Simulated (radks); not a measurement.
Spherical quantum dot in the effective-mass picture: electrons in a well V = -V0 / (1 + exp((r - R)/a)) with V0 = 2.75, R = 13.5, a = 1, all in effective atomic units (hartree* = m*/eps^2 hartree, bohr* = eps/m* bohr), one dielectric constant everywhere. Method: non-relativistic Kohn-Sham, LDA (Slater exchange, Perdew-Wang correlation), spin-polarised, spherical densities; computed with a radial shooting solver with Libxc functionals. Levels are named by radial order and angular momentum (1s, 1p, 1d, 2s, ...), and open shells are averaged over m.

N = 11, configuration 1s2 1p6 1d(up 3, down 0). This is the lowest configuration that the search found (a dilute case). Occupied and some empty levels:

level,occupation,eigenvalue (hartree*),<r> (bohr*)
1s up,1,-1.6383,8.582
1s down,1,-1.6270,8.550
1p up,3,-1.6228,8.754
1p down,3,-1.6112,8.740
1d up,3,-1.5942,8.961
1d down,0,-1.5825,8.960
1f up,0,-1.5541,9.169
1f down,0,-1.5424,9.176
2s up,0,-1.4834,6.110
2s down,0,-1.4783,6.047
2p up,0,-1.4399,7.003
2p down,0,-1.4334,6.962

Energy (hartree*): total -23.7128, kinetic 0.79962, external -29.547, Hartree 6.3610, exchange-correlation -1.3268.

Electron density:

r (bohr*),n(r) (e/bohr*^3)
1.25,0.00005379
2.60,0.0001324
3.94,0.0003536
5.29,0.0008717
6.63,0.001797
7.98,0.002741
9.32,0.002554
10.7,0.001080
12.0,0.0001436
13.3,4.351e-06
14.7,3.355e-08
